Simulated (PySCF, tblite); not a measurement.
## A complex of BeCl2 and LiCl

A gas-phase complex of BeCl2 and LiCl; neutral, singlet. The structure comes from a short search (6 tight-binding starts) and was relaxed by PBE0-D3(BJ)/def2-SVPD; another way of binding may lie lower. Frequencies by PBE0-D3(BJ)/def2-SVPD show no clear imaginary mode.

```json
{"part": "1", "name": "BeCl2", "SMILES": "[Cl][Be][Cl]", "atoms": "1–3", "charge": "0", "multiplicity": "1"}
{"part": "2", "name": "LiCl", "SMILES": "[Li][Cl]", "atoms": "4–5", "charge": "0", "multiplicity": "1"}
```

Coordinates in Å:
```
Cl1    -1.633   -0.126    0.132
Be2     0.003   -0.727   -0.548
Cl3     1.784    0.151   -0.265
Li4     2.339   -1.594   -1.520
Cl5     0.262   -2.362   -1.686
```

Contacts between parts, classed by geometry: Be2···Cl5 2.009 Å (bond); Cl3···Li4 2.220 Å (ion contact).

The parts are joined by the bond Be2–Cl5, so these are energies of forming such bonds; deforming the relaxed parts to their shape in the adduct costs 24.7 kcal/mol, which the interaction energies leave out.

Interaction energies are complex less parts, with the parts frozen as they stand in it; counterpoise-corrected, in kcal/mol (PySCF).

Task: How strongly do the parts interact, level by level?

Result: 
| level | interaction | superposition error removed |
| --- | --- | --- |
| wB97M-D3(BJ)/def2-TZVPD | -65.19 | -0.67 |
| PBE0-D3(BJ)/def2-TZVPD | -67.70 | -0.75 |

Task: What holds them together? Decompose the wB97M-D3(BJ)/def2-TZVPD energy: frozen parts, their antisymmetrised product, then relaxation.

Result: electrostatic -78.8, Pauli repulsion +73.7, orbital relaxation -58.4, dispersion correction -2.3 kcal/mol, which sum to the value before the counterpoise correction; the Pauli term holds the exchange-correlation of the frozen density too. Of the attraction, 56 % is electrostatic, 42 % is orbital relaxation, 2 % is dispersion correction.

The parts were also relaxed and run alone, at the levels used for the complex: shieldings by PBE0/pcSseg-2.

Task: What does binding change?

Result: 
```tsv
property	alone	in the complex	change
shielding of Be2 (ppm)	94.1	94.7	+0.6
shielding of Cl5 (ppm)	1015.9	936.5	-79.4
shielding of Cl3 (ppm)	969.4	936.7	-32.7
shielding of Li4 (ppm)	87.8	89.3	+1.5
```
